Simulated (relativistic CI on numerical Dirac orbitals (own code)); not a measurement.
Os²⁺: O2,3 absorption edge

Computed with this model: Dirac-Coulomb-Breit CI, orbitals from a KLI potential per configuration, model QED (radiative potential, 1s self-energy scaled to tabulated hydrogen-like ionisation energies), valence Slater integrals scaled by 0.8, multiplet model of core-to-valence dipole absorption; configurations [Xe] 4f14 5d6 → [Kr] 4d10 4f14 5s2 5p5 5d7; 10 K; Lorentzian 1 eV and Gaussian 0.3 eV FWHM. Energies are those of the free ion, without screening or charge transfer. The branching ratio is the share of the lower-energy edge in the whole absorption, uncertain by about 0.02 where the edges overlap. S is read from ⟨S²⟩ = S(S + 1).

Field parameters in Wybourne normalisation: D3d B²₀ = −7Dσ, B⁴₀ = −14Dq − 21Dτ, B⁴₃ = −14√(10/7) Dq; D4h B²₀ = −7Ds, B⁴₀ = 21(Dq − Dt), B⁴₄ = 21√(5/14) Dq; Oh B⁴₀ = 21Dq, B⁴₄ = √(5/14) B⁴₀. The field is a parameter set, without covalency.

free ion: ground-state S = 1.89, centroid 48.15 eV. Peaks (eV, height): 44.2 (48), 46.2 (75), 47.2 (100), 49.2 (37), 51.2 (37), 60.0 (11).

Oh, 10Dq = 39400 cm⁻¹: ground-state S = 0.08, centroid 54.60 eV. Peaks (eV, height): 46.2 (6), 49.5 (100), 54.0 (10), 56.0 (10), 62.0 (58), 65.8 (13).

D3d, 10Dq = 17850, Dσ = -980, Dτ = 230 cm⁻¹: ground-state S = 0.34, centroid 51.95 eV. Peaks (eV, height): 48.2 (100), 50.2 (65), 52.8 (20), 53.5 (20), 59.8 (34), 61.8 (34), 63.5 (17).

Oh, 10Dq = 20700 cm⁻¹: ground-state S = 0.29, centroid 52.27 eV. Peaks (eV, height): 48.2 (100), 50.8 (53), 53.0 (17), 56.0 (7), 60.0 (39), 62.2 (32).

D4h, 10Dq = 26300, Ds = 710, Dt = -770 cm⁻¹: ground-state S = 0.14, centroid 53.66 eV. Peaks (eV, height): 45.5 (8), 49.0 (100), 61.0 (60), 64.0 (22).

Oh, 10Dq = 11600 cm⁻¹: ground-state S = 0.88, centroid 49.94 eV. Peaks (eV, height): 45.0 (29), 47.5 (91), 49.0 (100), 52.5 (34), 59.2 (7), 60.8 (13), 62.2 (19).

Strongest unbroadened transitions for D4h, 10Dq = 26300, Ds = 710, Dt = -770 cm⁻¹:

```tsv
Energy (eV)	Relative strength
47.99	16.0
48.00	18.2
48.24	12.4
48.30	29.9
48.59	27.3
48.78	29.6
49.10	100.0
49.19	79.4
49.79	21.0
49.92	18.1
50.16	37.5
52.42	11.7
60.92	23.4
61.05	68.7
61.17	50.0
61.27	12.2
63.86	14.2
64.05	32.4
```
